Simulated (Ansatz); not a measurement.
Relaxation of the cluster Ge₆⁺ with UKS PBE-D4/def2-SVP.

```sh
$ ansatz run in.yaml --threads 4 --pin off --events-out ev --progress --plain --max-ram 4787MiB
```

```yaml
crystal:
  periodic: [false, false, false]
  atoms:
    - {symbol: Ge, position_ang: [0.357770, -0.022090, 2.028860]}
    - {symbol: Ge, position_ang: [0.524000, 2.205210, -2.130950]}
    - {symbol: Ge, position_ang: [-0.773900, -2.124970, 2.135630]}
    - {symbol: Ge, position_ang: [0.234170, -0.164500, -2.039040]}
    - {symbol: Ge, position_ang: [0.225970, 1.305700, 0.033880]}
    - {symbol: Ge, position_ang: [-0.568000, -1.199350, -0.028390]}
basis:
  gaussian: {orbitals: def2-SVP}
total_charge: 1
magnetization: {spin_polarized: true, initial_magnetization: 1}
hamiltonian: {xc: pbe, dispersion: d4}
scf: {lower_state_search: "off"}
output: {orbitals: {seedname: orbitals}}
relax: {f_tol: 0.02, max_steps: 100}
```

It took 35 s on 4 threads of Arm Neoverse V2 on a shared host.

Positions (Å) and forces (eV/Å) at steps 1, 2, 3, 4, 6, 7 of 7:

```xyz
6
step=1 energy=-339011.0627 eV
Ge    0.358   -0.022    2.029    0.305    0.376    0.739
Ge    0.524    2.205   -2.131    0.245    1.227   -0.915
Ge   -0.774   -2.125    2.136   -0.472   -1.148    0.921
Ge    0.234   -0.165   -2.039    0.009   -0.489   -0.758
Ge    0.226    1.306    0.034    0.029    0.226    0.235
Ge   -0.568   -1.199   -0.028   -0.116   -0.193   -0.222
6
step=2 energy=-339011.3347 eV
Ge    0.317   -0.023    2.098   -0.012    0.127    0.235
Ge    0.555    2.307   -2.227    0.032    0.094    0.008
Ge   -0.803   -2.228    2.232   -0.025   -0.093   -0.007
Ge    0.200   -0.140   -2.107   -0.091   -0.101   -0.238
Ge    0.271    1.321    0.001    0.033   -0.062    0.003
Ge   -0.540   -1.236    0.003    0.063    0.036    0.000
6
step=3 energy=-339011.3981 eV
Ge    0.158    0.055    2.191   -0.013    0.061    0.053
Ge    0.625    2.315   -2.216    0.014   -0.008   -0.018
Ge   -0.750   -2.275    2.218    0.015   -0.001    0.018
Ge    0.024   -0.113   -2.194   -0.050   -0.041   -0.052
Ge    0.370    1.262   -0.034   -0.031   -0.159    0.129
Ge   -0.427   -1.244    0.035    0.066    0.148   -0.131
6
step=4 energy=-339011.3682 eV rejected
Ge    0.046    0.129    2.283   -0.031   -0.145   -0.255
Ge    0.694    2.252   -2.175    0.033    0.131   -0.085
Ge   -0.663   -2.262    2.174   -0.039   -0.132    0.087
Ge   -0.118   -0.106   -2.282    0.075    0.132    0.255
Ge    0.397    1.192    0.009    0.007    0.083   -0.315
Ge   -0.357   -1.205   -0.010   -0.046   -0.069    0.314
6
step=6 energy=-339011.4104 eV
Ge    0.065    0.096    2.221   -0.005   -0.013    0.013
Ge    0.691    2.286   -2.207   -0.003    0.007    0.016
Ge   -0.684   -2.288    2.207    0.002   -0.006   -0.016
Ge   -0.081   -0.091   -2.220    0.011    0.011   -0.013
Ge    0.390    1.227   -0.023    0.005   -0.002   -0.063
Ge   -0.382   -1.229    0.022   -0.010    0.003    0.063
6
step=7 energy=-339011.4109 eV
Ge    0.068    0.095    2.224    0.003   -0.003   -0.002
Ge    0.686    2.290   -2.207    0.002   -0.002    0.000
Ge   -0.684   -2.291    2.207   -0.003    0.001    0.000
Ge   -0.072   -0.094   -2.224   -0.001    0.002    0.002
Ge    0.392    1.224   -0.028   -0.006    0.002   -0.002
Ge   -0.390   -1.225    0.028    0.005    0.000    0.001
```

Another isomer (doublet) lies 1.44 eV lower at PBE0-D4/def2-SVP; other spin states weren't run for this one.
